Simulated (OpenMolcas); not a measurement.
**Multiconfigurational calculation on Pb²⁺**

Input:

```
&GATEWAY
Coord
1

Pb 0.0 0.0 0.0
Basis=ANO-RCC-VTZP
Group=XYZ
NoMove
AngMom=0.0 0.0 0.0
AMFI
&SEWARD
* reference wave functions (RASSCF and RASSI steps not shown): 2 electrons in 8 orbitals (6s 6p 7s 7p)
>>> COPY JOB001 $Project.JobIph
&CASPT2
Multistate=3 1 2 3
Frozen=15 19
IPEA=0.25
Imaginary=0.1
MaxIter=60
WThr=0.0 0.3 0.05
PrWF=0.5
NoMix
>>> COPY JOB002 $Project.JobIph
&CASPT2
Multistate=7 1 2 3 4 5 6 7
Frozen=15 19
IPEA=0.25
Imaginary=0.1
MaxIter=60
WThr=0.0 0.3 0.05
PrWF=0.5
NoMix
>>> COPY JOB003 $Project.JobIph
&CASPT2
Multistate=3 1 2 3
Frozen=15 19
IPEA=0.25
Imaginary=0.1
MaxIter=60
WThr=0.0 0.3 0.05
PrWF=0.5
NoMix
...
```

Output, cut to the results:

```
--- CASPT2 ---
Orbital specifications:
      -----------------------

      Symmetry species                           1   2
                                                ag  au
      Frozen orbitals                           15  19
      Inactive orbitals                          5   0
      Active orbitals                            2   6
      Secondary orbitals                        29  17
      Deleted orbitals                           0   0
      Number of basis functions                 51  42
Type of calculation                        MS-CASPT2
      Fock operator                              state-specific
      IPEA shift                                 0.25
      Real shift                                 0.00
      Imaginary shift                            0.10
      The input orbitals will be transformed to quasi-canonical
Reference energy:      -20860.2814546862
      E2 (Non-variational):      -0.3721379335
      Shift correction:          -0.0002136314
      E2 (Variational):          -0.3723515649
      Total energy:          -20860.6538062511
      Residual norm:              0.0000004658
      Reference weight:           0.93008
      Contributions to the CASPT2 correlation energy
      Active & Virtual Only:         -0.0037500636
      One Inactive Excited:          -0.0779823084
      Two Inactive Excited:          -0.2904055614
Reference energy:      -20860.2814546862
      E2 (Non-variational):      -0.3721379257
      Shift correction:          -0.0002136314
      E2 (Variational):          -0.3723515571
      Total energy:          -20860.6538062433
      Residual norm:              0.0000004589
      Reference weight:           0.93008
      Contributions to the CASPT2 correlation energy
      Active & Virtual Only:         -0.0037500568
      One Inactive Excited:          -0.0779823075
      Two Inactive Excited:          -0.2904055613
::    CASPT2 Root  1     Total energy: -20860.65380625
::    CASPT2 Root  2     Total energy: -20860.65380624
::    CASPT2 Root  3     Total energy: -20860.65380783
::    MS-CASPT2 Root  1     Total energy: -20860.65380783
::    MS-CASPT2 Root  2     Total energy: -20860.65380625
::    MS-CASPT2 Root  3     Total energy: -20860.65380624
--- CASPT2 ---
Orbital specifications:
      -----------------------

      Symmetry species                           1   2
                                                ag  au
      Frozen orbitals                           15  19
      Inactive orbitals                          5   0
      Active orbitals                            2   6
      Secondary orbitals                        29  17
      Deleted orbitals                           0   0
      Number of basis functions                 51  42
Type of calculation                        MS-CASPT2
      Fock operator                              state-specific
      IPEA shift                                 0.25
      Real shift                                 0.00
      Imaginary shift                            0.10
      The input orbitals will be transformed to quasi-canonical
Reference energy:      -20860.9951171060
      E2 (Non-variational):      -0.3936881268
      Shift correction:          -0.0001737544
      E2 (Variational):          -0.3938618813
      Total energy:          -20861.3889789873
      Residual norm:              0.0000001783
      Reference weight:           0.93055
      Contributions to the CASPT2 correlation energy
      Active & Virtual Only:         -0.0020406943
      One Inactive Excited:          -0.1017259170
      Two Inactive Excited:          -0.2899215154
Reference energy:      -20860.2811972881
      E2 (Non-variational):      -0.3743768954
      Shift correction:          -0.0001770762
      E2 (Variational):          -0.3745539716
      Total energy:          -20860.6557512598
      Residual norm:              0.0000002642
      Reference weight:           0.93341
      Contributions to the CASPT2 correlation energy
      Active & Virtual Only:         -0.0016913075
      One Inactive Excited:          -0.0815374926
      Two Inactive Excited:          -0.2911480952
::    CASPT2 Root  1     Total energy: -20861.38897899
::    CASPT2 Root  2     Total energy: -20860.65575126
::    CASPT2 Root  3     Total energy: -20860.65087542
::    CASPT2 Root  4     Total energy: -20860.65182245
::    CASPT2 Root  5     Total energy: -20860.65224216
::    CASPT2 Root  6     Total energy: -20860.64973344
::    CASPT2 Root  7     Total energy: -20860.64975503
::    MS-CASPT2 Root  1     Total energy: -20861.39065438
::    MS-CASPT2 Root  2     Total energy: -20860.65409671
::    MS-CASPT2 Root  3     Total energy: -20860.65224216
::    MS-CASPT2 Root  4     Total energy: -20860.65182245
::    MS-CASPT2 Root  5     Total energy: -20860.65085458
::    MS-CASPT2 Root  6     Total energy: -20860.64975503
::    MS-CASPT2 Root  7     Total energy: -20860.64973344
--- CASPT2 ---
Orbital specifications:
      -----------------------

      Symmetry species                           1   2
                                                ag  au
      Frozen orbitals                           15  19
      Inactive orbitals                          5   0
      Active orbitals                            2   6
      Secondary orbitals                        29  17
      Deleted orbitals                           0   0
      Number of basis functions                 51  42
Type of calculation                        MS-CASPT2
      Fock operator                              state-specific
      IPEA shift                                 0.25
      Real shift                                 0.00
      Imaginary shift                            0.10
      The input orbitals will be transformed to quasi-canonical
Reference energy:      -20860.6918667999
      E2 (Non-variational):      -0.3696312648
      Shift correction:          -0.0001793780
      E2 (Variational):          -0.3698106428
...
```

Levels above the lowest, from the spin-orbit matrix with the multistate effective Hamiltonian, averaged by term, added to it:

```json
{"Configuration": "6s2", "Term": "1S", "J": "0", "E (cm-1)": "0.0", "Measured (cm-1)": "0.0", "Term weight %": "100", "Second": ""}
{"Configuration": "6s 6p", "Term": "3P*", "J": "0", "E (cm-1)": "62080", "Measured (cm-1)": "60397", "Term weight %": "100", "Second": ""}
{"Configuration": "6s 6p", "Term": "3P*", "J": "1", "E (cm-1)": "65700", "Measured (cm-1)": "64391", "Term weight %": "95", "Second": "5 1P*"}
{"Configuration": "6s 6p", "Term": "3P*", "J": "2", "E (cm-1)": "77340", "Measured (cm-1)": "", "Term weight %": "100", "Second": ""}
{"Configuration": "6s 6p", "Term": "1P*", "J": "1", "E (cm-1)": "92610", "Measured (cm-1)": "95340", "Term weight %": "95", "Second": "5 3P*"}
{"Configuration": "6p2", "Term": "3P", "J": "0", "E (cm-1)": "152110", "Measured (cm-1)": "", "Term weight %": "99", "Second": ""}
{"Configuration": "6p2", "Term": "3P", "J": "1", "E (cm-1)": "156950", "Measured (cm-1)": "155432", "Term weight %": "100", "Second": ""}
{"Configuration": "6p2", "Term": "1D", "J": "2", "E (cm-1)": "157350", "Measured (cm-1)": "178432", "Term weight %": "65", "Second": "35 3P"}
```

Against the 5 measured excited levels shown (Moore, Atomic Energy Levels, vol. III, NSRDS-NBS 35 (1971 reprint of NBS Circular 467, 1958)) the mean absolute deviation is 5700 cm-1; the largest miss in energy is 6p2 1D2 [65 %]: computed 157350, measured 178432 cm-1 (-11.8 %).

Over all roots computed the reference weight is 0.85 to 0.93; the roots of lowest weight are the least certain, and an intruder state may touch them. The run also gave levels led by 6s 7s, which use shells meant for correlation; these and all levels above them are left out. The ¹D term of p² mixes with s d, which this space lacks. Spin-orbit splittings of 6p shells tend to come out small when the coupling is added on scalar orbitals. Measured partners are found by configuration, term and J. A level has none where our copy of the source lacks it or the pairing is in doubt (some pairs that miss far off the trend of their configuration count as doubtful), and it then counts in no deviation. Only configurations of the active space appear. The first state left out of the spin-orbit step lies near 210000 cm-1 above the lowest spin-free state of the reference (among the parities and spins computed), and the list stops at four fifths of that energy or lower.

The term weight is that of the spin-free term in the level, not the purity of its configuration. A share in square brackets marks a mixed level and gives the weight of the term that names it. * marks odd parity.
